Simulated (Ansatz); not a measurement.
```yaml
crystal:
  periodic: [true, true, true]
  atoms:
    - {symbol: C, position_ang: [-0.858531, 0.665966, -0.262165]}
    - {symbol: Ge, position_ang: [0.260275, -0.077457, 1.214371]}
    - {symbol: S, position_ang: [1.541898, -1.278927, -0.156988]}
    - {symbol: H, position_ang: [-1.328215, -0.138753, -0.834528]}
    - {symbol: H, position_ang: [-0.238556, 1.246154, -0.951786]}
    - {symbol: H, position_ang: [-1.637549, 1.314926, 0.140881]}
    - {symbol: H, position_ang: [2.321876, -1.799810, 0.804517]}
basis:
  gaussian: {orbitals: "6-31G*"}
total_charge: -1
magnetization: {spin_polarized: true, initial_magnetization: 1}
hamiltonian: {xc: {name: revPBE}}
scf: {lower_state_search: full}
output: {forces: true}
```

```sh
$ ansatz run in.yaml --threads 2 --pin off --events-out ev --progress --plain --max-ram 22528MiB --backend cpu
```

Shortened log:

```
Error: YAML parse error: error: line 2 column 3: crystal: missing field `lattice` (a structure is typed as `lattice` and `atoms`, a molecule's as `atoms` in Å alone, or read from a run's directory, `checkpoint`)
 --> <input>:2:3
1 | crystal:
2 |   periodic: [true, true, true]
3 |   atoms:
4 |     - {symbol: C, position_ang: [-0.858531, 0.665966, -0.262165]}
```

In this input the molecule is marked periodic without a cell. The program refused the input.
